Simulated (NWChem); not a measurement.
A series in which one site is exchanged, each optimised at PBE0/def2-SVP with NWChem, gas phase unless a solvent is named. This build's default masses of Se (78.918 u) and Br (79.917 u) are each other's, which moves their modes by up to 0.6 %. For some, no frequency run checked for a minimum. def2 effective core potentials on Cd; no spin-orbit coupling.

A: [MgH][SeH] (MgH$_{2}$Se; site = Mg)
B: [SeH][CdH] (CdH2Se; site = Cd)
C: [SeH][SeH] (H₂Se₂; site = Se)
D: O[SeH] (H$_{2}$SeO; site = O)

```
quantity                                                  A     B           C     D
-----------------------------------------------------  ----  ----  ----------  ----
dipole (D), PBE0/def2-SVP                              1.04  1.29        1.04  1.71
vertical ionisation energy, ΔSCF, B3LYP/def2-SVP (eV)  9.09  9.02  (withheld)  9.47
static polarisability, B3LYP/def2-SVPD (bohr³)         62.6  65.5  (withheld)  35.3
lowest singlet excitation, B3LYP/def2-SVPD, TDA (eV)   4.37  4.40  (withheld)  3.78
```

### Question
Complete the blanks.

### Answer

- vertical ionisation energy, ΔSCF, B3LYP/def2-SVP (eV), C: 9.34
- static polarisability, B3LYP/def2-SVPD (bohr³), C: 59.5
- lowest singlet excitation, B3LYP/def2-SVPD, TDA (eV), C: 3.79
